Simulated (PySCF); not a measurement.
C$_{4}$F$_{5}$ (SMILES F[C](F)C#CC(F)(F)F), doublet (typed; the unrestricted solution is spin-contaminated), at a GFN2-xTB geometry; MP2/3-21G (PySCF).

The PySCF input:
```python
from pyscf import gto, scf, mp

mol = gto.M(
    atom='''
F     3.10538683   -0.15570078    0.75649985
C     2.24939570   -0.20655012   -0.24534040
F     2.85028604   -0.39580561   -1.40387445
C     0.90895577   -0.08245911   -0.10117512
C    -0.29917515    0.03723748    0.02952940
C    -1.73824160    0.16156893    0.18955514
F    -2.06602999    0.47872386    1.44778435
F    -2.25393557    1.11115275   -0.60603344
F    -2.38299715   -0.97823499   -0.10942234
''',
    basis='3-21g',
    spin=1,
    verbose=4,
)

mf = scf.UHF(mol)
mf.kernel()

pt = mp.MP2(mf, frozen=9)
pt.kernel()
print('E(MP2) = %.10f' % pt.e_tot)
mf.analyze()
```

Output, abridged:

```
PySCF version 2.14.0

[INPUT] verbose = 4
[INPUT] num. atoms = 9
[INPUT] num. electrons = 69
[INPUT] charge = 0
[INPUT] spin (= nelec alpha-beta = 2S) = 1
[INPUT] symmetry False subgroup None
[INPUT] Mole.unit = angstrom
[INPUT] Symbol           X                Y                Z      unit          X                Y                Z       unit  Magmom
[INPUT]  1 F      3.105386830000  -0.155700780000   0.756499850000 AA    5.868330619531  -0.294231831581   1.429577529775 Bohr   0.0
[INPUT]  2 C      2.249395700000  -0.206550120000  -0.245340400000 AA    4.250741818774  -0.390323157796  -0.463626163291 Bohr   0.0
[INPUT]  3 F      2.850286040000  -0.395805610000  -1.403874450000 AA    5.386259992271  -0.747964201466  -2.652938223774 Bohr   0.0
[INPUT]  4 C      0.908955770000  -0.082459110000  -0.101175120000 AA    1.717677464643  -0.155825134375  -0.191193267420 Bohr   0.0
[INPUT]  5 C     -0.299175150000   0.037237480000   0.029529400000 AA   -0.565359096776   0.070368638769   0.055802478623 Bohr   0.0
[INPUT]  6 C     -1.738241600000   0.161568930000   0.189555140000 AA   -3.284800562326   0.305321027939   0.358207300104 Bohr   0.0
[INPUT]  7 F     -2.066029990000   0.478723860000   1.447784350000 AA   -3.904230846238   0.904656984695   2.735915908931 Bohr   0.0
[INPUT]  8 F     -2.253935570000   1.111152750000  -0.606033440000 AA   -4.259320929715   2.099774380057  -1.145237223928 Bohr   0.0
[INPUT]  9 F     -2.382997150000  -0.978234990000  -0.109422340000 AA   -4.503211969119  -1.848596216567  -0.206778254509 Bohr   0.0

nuclear repulsion = 427.923447999349
number of shells = 45
number of NR pGTOs = 135
number of NR cGTOs = 81
basis = 3-21g
ecp = {}

******** <class 'pyscf.scf.uhf.UHF'> ********
method = UHF
initial guess = minao
damping factor = 0
level_shift factor = 0
DIIS = <class 'pyscf.scf.diis.CDIIS'>
diis_start_cycle = 1
diis_space = 8
diis_damp = 0
SCF conv_tol = 1e-09
SCF conv_tol_grad = None
SCF max_cycles = 50
direct_scf = True
direct_scf_tol = 1e-13
number electrons alpha = 35  beta = 34
Set gradient conv threshold to 3.16228e-05
init E= -646.714486158255

cycle= 1 E= -644.726102390225  delta_E= 1.99  |g|= 0.764  |ddm|= 3.45
cycle= 2 E= -644.962928088177  delta_E= -0.237  |g|= 0.429  |ddm|= 2.37
cycle= 3 E= -645.024865724693  delta_E= -0.0619  |g|= 0.0708  |ddm|= 0.537
cycle= 4 E= -645.031045130277  delta_E= -0.00618  |g|= 0.0354  |ddm|= 0.23
cycle= 5 E= -645.033849801782  delta_E= -0.0028  |g|= 0.0218  |ddm|= 0.125
cycle= 6 E= -645.035258161683  delta_E= -0.00141  |g|= 0.0149  |ddm|= 0.0768
cycle= 7 E= -645.036049747065  delta_E= -0.000792  |g|= 0.0117  |ddm|= 0.0523
cycle= 8 E= -645.036696270285  delta_E= -0.000647  |g|= 0.00999  |ddm|= 0.045
cycle= 9 E= -645.037570915054  delta_E= -0.000875  |g|= 0.00727  |ddm|= 0.0753
cycle= 10 E= -645.038182424625  delta_E= -0.000612  |g|= 0.0031  |ddm|= 0.0965
cycle= 11 E= -645.038233565031  delta_E= -5.11e-05  |g|= 0.00139  |ddm|= 0.0211
cycle= 12 E= -645.03824234375  delta_E= -8.78e-06  |g|= 0.000592  |ddm|= 0.00945
cycle= 13 E= -645.038243698382  delta_E= -1.35e-06  |g|= 0.000236  |ddm|= 0.00471
cycle= 14 E= -645.038243850181  delta_E= -1.52e-07  |g|= 0.000115  |ddm|= 0.00262
cycle= 15 E= -645.038243928543  delta_E= -7.84e-08  |g|= 5.6e-05  |ddm|= 0.00184
cycle= 16 E= -645.038243943817  delta_E= -1.53e-08  |g|= 2.15e-05  |ddm|= 0.000598
cycle= 17 E= -645.038243944508  delta_E= -6.92e-10  |g|= 1.05e-05  |ddm|= 0.000129
Extra cycle  E= -645.03824394469  delta_E= -1.82e-10  |g|= 7.84e-06  |ddm|= 2.2e-05
converged SCF energy = -645.03824394469  <S^2> = 1.0383756  2S+1 = 2.2701327

******** <class 'pyscf.mp.ump2.UMP2'> ********
nocc = (np.int64(26), np.int64(25)), nmo = (72, 72)
frozen orbitals 9
E(UMP2) = -645.928651656976  E_corr = -0.89040771228604
E(SCS-UMP2) = -645.899326416174  E_corr = -0.861082471484146
E_corr(same-spin) = -0.239315519145119
E_corr(oppo-spin) = -0.651092193140922
E(MP2) = -645.9286516570
**** SCF Summaries ****
Total Energy =                        -645.038243944690294
Nuclear Repulsion Energy =             427.923447999348809
One-electron Energy =                -1744.821130252585135
Two-electron Energy =                  671.859438308546032
Two-electron Coulomb Energy =          742.838657420027516
DFT Exchange-Correlation Energy =      -70.979219111481484
**** MO energy ****
                             alpha | beta                alpha | beta
MO #1   energy= -26.24538515164    | -26.2425861484749  occ= 1 | 1
MO #2   energy= -26.2453089122331  | -26.2425104452547  occ= 1 | 1
MO #3   energy= -26.2358730477462  | -26.2350601829396  occ= 1 | 1
MO #4   energy= -26.2333301573126  | -26.2321175187675  occ= 1 | 1
MO #5   energy= -26.2324020821752  | -26.2310626919321  occ= 1 | 1
MO #6   energy= -11.5098229835011  | -11.5135544388317  occ= 1 | 1
MO #7   energy= -11.419129428919   | -11.3941915227785  occ= 1 | 1
MO #8   energy= -11.2829379364417  | -11.2851941770516  occ= 1 | 1
MO #9   energy= -11.2619707855569  | -11.2564609018094  occ= 1 | 1
MO #10  energy= -1.75655145587606  | -1.75414965721556  occ= 1 | 1
MO #11  energy= -1.72597003832953  | -1.71363580417682  occ= 1 | 1
MO #12  energy= -1.65772974530051  | -1.65163607567718  occ= 1 | 1
MO #13  energy= -1.65235318844941  | -1.64951503104327  occ= 1 | 1
MO #14  energy= -1.64949921656672  | -1.64555436363999  occ= 1 | 1
MO #15  energy= -1.16062400336116  | -1.14811445476295  occ= 1 | 1
MO #16  energy= -1.0685026418377   | -1.04075873027183  occ= 1 | 1
MO #17  energy= -0.979735390139989 | -0.95690422950755  occ= 1 | 1
MO #18  energy= -0.882395605729065 | -0.879841703144571 occ= 1 | 1
MO #19  energy= -0.852689537409858 | -0.848862870042786 occ= 1 | 1
MO #20  energy= -0.834259648757175 | -0.828837297167158 occ= 1 | 1
MO #21  energy= -0.832965729745174 | -0.826868381092132 occ= 1 | 1
MO #22  energy= -0.811525010366373 | -0.802731574688345 occ= 1 | 1
MO #23  energy= -0.797605822043637 | -0.747734507795513 occ= 1 | 1
MO #24  energy= -0.717144055528399 | -0.707674232133786 occ= 1 | 1
MO #25  energy= -0.713087708279119 | -0.705101554515119 occ= 1 | 1
MO #26  energy= -0.712248962572388 | -0.691220737510946 occ= 1 | 1
MO #27  energy= -0.684614651855269 | -0.672277154954615 occ= 1 | 1
MO #28  energy= -0.670927855206671 | -0.671764904597891 occ= 1 | 1
MO #29  energy= -0.665176614910677 | -0.663469641035706 occ= 1 | 1
MO #30  energy= -0.663745422128887 | -0.661877077584288 occ= 1 | 1
MO #31  energy= -0.654840143229012 | -0.652727566600059 occ= 1 | 1
MO #32  energy= -0.653908775498749 | -0.635794676673332 occ= 1 | 1
MO #33  energy= -0.549650689930596 | -0.508060067118552 occ= 1 | 1
MO #34  energy= -0.49910583307979  | -0.498872777174054 occ= 1 | 1
MO #35  energy= -0.392551599545551 | 0.0542603046617316 occ= 1 | 0
MO #36  energy= 0.0972556856570668 | 0.106723703018546  occ= 0 | 0
MO #37  energy= 0.198010269970066  | 0.257165065343201  occ= 0 | 0
MO #38  energy= 0.311932538770669  | 0.350740799975018  occ= 0 | 0
MO #39  energy= 0.375318716521275  | 0.412090141277037  occ= 0 | 0
MO #40  energy= 0.404140798223057  | 0.414338721509869  occ= 0 | 0
MO #41  energy= 0.444532499904343  | 0.451390542147727  occ= 0 | 0
MO #42  energy= 0.450369275027383  | 0.473596608193043  occ= 0 | 0
MO #43  energy= 0.561181670541032  | 0.565525556026599  occ= 0 | 0

To work with the spin densities directly, `use mulliken_meta_spin()` only printing them here.

 ** Mulliken spin pop alpha/beta on meta-lowdin orthogonal AOs **
 ** Mulliken Spin Density (per AO)  **
spin_pop of  0 F 1s        0.00000
spin_pop of  0 F 2s        0.00277
spin_pop of  0 F 3s        0.00013
spin_pop of  0 F 2px      -0.02072
spin_pop of  0 F 2py       0.05479
spin_pop of  0 F 2pz      -0.01923
spin_pop of  0 F 3px       0.00009
spin_pop of  0 F 3py       0.00046
spin_pop of  0 F 3pz      -0.00001
spin_pop of  1 C 1s       -0.00002
spin_pop of  1 C 2s        0.07150
spin_pop of  1 C 3s       -0.00069
spin_pop of  1 C 2px       0.03577
spin_pop of  1 C 2py       0.63349
spin_pop of  1 C 2pz       0.02595
spin_pop of  1 C 3px       0.00069
spin_pop of  1 C 3py      -0.00009
spin_pop of  1 C 3pz       0.00041
spin_pop of  2 F 1s        0.00000
spin_pop of  2 F 2s        0.00277
spin_pop of  2 F 3s        0.00013
spin_pop of  2 F 2px      -0.01209
spin_pop of  2 F 2py       0.05405
spin_pop of  2 F 2pz      -0.02712
spin_pop of  2 F 3px       0.00010
spin_pop of  2 F 3py       0.00046
spin_pop of  2 F 3pz      -0.00002
spin_pop of  3 C 1s        0.00002
spin_pop of  3 C 2s       -0.08212
spin_pop of  3 C 3s        0.00153
spin_pop of  3 C 2px      -0.05251
spin_pop of  3 C 2py      -0.35883
spin_pop of  3 C 2pz      -0.33034
spin_pop of  3 C 3px       0.00053
spin_pop of  3 C 3py       0.00036
spin_pop of  3 C 3pz      -0.00005
spin_pop of  4 C 1s       -0.00002
spin_pop of  4 C 2s        0.08403
spin_pop of  4 C 3s       -0.00157
spin_pop of  4 C 2px       0.04268
spin_pop of  4 C 2py       0.55861
spin_pop of  4 C 2pz       0.33908
spin_pop of  4 C 3px      -0.00048
spin_pop of  4 C 3py       0.00154
spin_pop of  4 C 3pz       0.00016
spin_pop of  5 C 1s        0.00000
spin_pop of  5 C 2s       -0.02046
spin_pop of  5 C 3s       -0.00006
spin_pop of  5 C 2px      -0.03569
spin_pop of  5 C 2py       0.00067
spin_pop of  5 C 2pz      -0.00254
spin_pop of  5 C 3px      -0.00109
spin_pop of  5 C 3py      -0.00010
spin_pop of  5 C 3pz      -0.00016
spin_pop of  6 F 1s       -0.00000
spin_pop of  6 F 2s        0.00064
spin_pop of  6 F 3s        0.00000
spin_pop of  6 F 2px       0.00363
spin_pop of  6 F 2py       0.00216
spin_pop of  6 F 2pz       0.00649
spin_pop of  6 F 3px      -0.00008
spin_pop of  6 F 3py      -0.00001
spin_pop of  6 F 3pz       0.00002
spin_pop of  7 F 1s       -0.00000
spin_pop of  7 F 2s        0.00106
spin_pop of  7 F 3s        0.00001
spin_pop of  7 F 2px       0.00946
spin_pop of  7 F 2py       0.00463
spin_pop of  7 F 2pz       0.00389
spin_pop of  7 F 3px      -0.00009
spin_pop of  7 F 3py       0.00001
spin_pop of  7 F 3pz       0.00001
spin_pop of  8 F 1s       -0.00000
spin_pop of  8 F 2s        0.00121
spin_pop of  8 F 3s        0.00002
spin_pop of  8 F 2px       0.01295
spin_pop of  8 F 2py       0.00577
spin_pop of  8 F 2pz       0.00151
spin_pop of  8 F 3px      -0.00009
spin_pop of  8 F 3py       0.00003
spin_pop of  8 F 3pz      -0.00001
 ** Mulliken Spin Density (per atom)  **
spin density of  0 F =      0.01828
spin density of  1 C =      0.76701
spin density of  2 F =      0.01829
spin density of  3 C =     -0.82143
spin density of  4 C =      1.02403
spin density of  5 C =     -0.05943
spin density of  6 F =      0.01286
spin density of  7 F =      0.01899
spin density of  8 F =      0.02139
 ** Mulliken pop alpha/beta on meta-lowdin orthogonal AOs **
 ** Mulliken pop       alpha | beta **
In total            35.00000 | 34.00000
 ** Mulliken atomic charges   ( Nelec_alpha | Nelec_beta ) **
charge of  0F =     -0.22554  (     4.62191      4.60363 )
charge of  1C =      0.51702  (     3.12500      2.35798 )
charge of  2F =     -0.22562  (     4.62195      4.60367 )
charge of  3C =     -0.04098  (     2.60978      3.43120 )
charge of  4C =     -0.03375  (     3.52889      2.50486 )
charge of  5C =      0.80838  (     2.56610      2.62553 )
charge of  6F =     -0.26420  (     4.63853      4.62567 )
charge of  7F =     -0.26713  (     4.64306      4.62407 )
charge of  8F =     -0.26818  (     4.64479      4.62339 )
Dipole moment(X, Y, Z, Debye):  0.80834, -0.06184, -0.07316
```
